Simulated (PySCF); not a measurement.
Consider `C=C(C)[C@@H]1N[C@H]1C` (C6H11N). Optimised structure (Å), atoms numbered from 1:
```
C    -1.9297    1.1051   -0.5239
C    -1.3087    0.2609    0.3060
C    -1.9891   -0.8844    0.9916
C     0.1487    0.3876    0.5886
N     0.9181    1.3679   -0.1566
C     1.1873   -0.0405   -0.3899
C     2.4780   -0.6617    0.0616
H    -1.3700    1.9193   -0.9906
H    -2.9933    0.9972   -0.7521
H    -3.0540   -0.9428    0.7279
H    -1.9113   -0.7930    2.0886
H    -1.5126   -1.8425    0.7229
H     0.4195    0.2232    1.6421
H     1.6397    1.7794    0.4340
H     0.8182   -0.3870   -1.3641
H     2.4025   -1.7598    0.0932
H     2.7551   -0.3134    1.0696
H     3.3014   -0.4038   -0.6238
```

Computed at PBE0-D3(BJ)/ma-def2-SVP // PBE0-D3(BJ)/def2-SVP with PySCF (density fitting, grid level 2). Zero-point and thermal terms (298.15 K, 1 bar) come from unscaled GFN2-xTB harmonic frequencies, with soft modes damped to free rotors in the entropy. These were taken at the GFN2-xTB minima.

(1) What are the vertical and the adiabatic ionisation energy for forming the radical cation?

(2) Where does the unpaired spin of the relaxed radical cation sit?

(3) What oxidation potential follows in acetonitrile (IEF-PCM), given that Fc+/Fc comes at 4.48 V absolute with this functional and basis?

(4) How far is −ε(HOMO) from the vertical value by ΔSCF?

Answers

(1) 8.57 eV vertical and 8.12 eV adiabatic, the latter with zero-point energy.

(2) C1 (alkene carbon) 0.52, C6 (methine carbon) 0.19, N5 (amine nitrogen) 0.16, C4 (allylic carbon) 0.14 (intrinsic atomic orbital populations).

(3) In the gas phase ΔG of oxidation is 8.090 eV, and solvation is -22.2 kJ/mol for the parent and -221.6 kJ/mol for the product, so the absolute potential is 6.02 V, or 1.54 V against Fc+/Fc. Fc+/Fc in acetonitrile, 4.48 V, is PBE0-D3(BJ)/ma-def2-SVP on PBE0-D3(BJ)/def2-SVP structures with GFN2-xTB thermal terms. Benchmark calculations put it near 5.0 V in acetonitrile and DMSO, so it is about 0.5 V low, and the value against it can read up to that much too high. The solvent is electrostatics only, on gas-phase structures; the absolute scale refers to an electron at rest in vacuum.

(4) −ε(HOMO) = 6.70 eV, which is 1.86 eV below the ΔSCF value.

Note: ma-def2-SVP is a small basis, whose errors can reach tens of kJ/mol.

Differences come from unrounded values, so a last digit can differ from that of the printed terms.
